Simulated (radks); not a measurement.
Ionisation of the krypton ion Kr2+, [Ar] 3d10 4s2 4p4, to [Ar] 3d10 4s2 4p3 as the strength of local exchange is varied. Calculated with a radial shooting solver on a logarithmic mesh with Libxc functionals: scalar-relativistic Kohn-Sham, Slater X-alpha exchange (alpha = 2/3 is LDA exchange), no correlation, spin-polarised, spherical densities, point nucleus; open shells are filled with parallel spins first.

alpha,E(Kr2+) (hartree),exchange (hartree),IE (eV),-e of the level emptied (eV),<r> of it (bohr)
0.647,-2779.62069,-86.33257,33.650,28.133 (4p),1.761
0.667,-2782.29371,-89.08144,33.918,28.405 (4p),1.755
0.763,-2795.15769,-102.34276,35.224,29.732 (4p),1.728
0.839,-2805.38100,-112.91958,36.277,30.806 (4p),1.708
0.861,-2808.34686,-115.99419,36.585,31.120 (4p),1.702
0.896,-2813.07126,-120.89754,37.078,31.624 (4p),1.693
0.911,-2815.09826,-123.00346,37.291,31.841 (4p),1.689

NIST Atomic Spectra Database: 35.84 eV (measured). The Delta-SCF value meets it near alpha = 0.81. Open shells are spherical and high-spin; term and fine-structure splittings are not resolved.
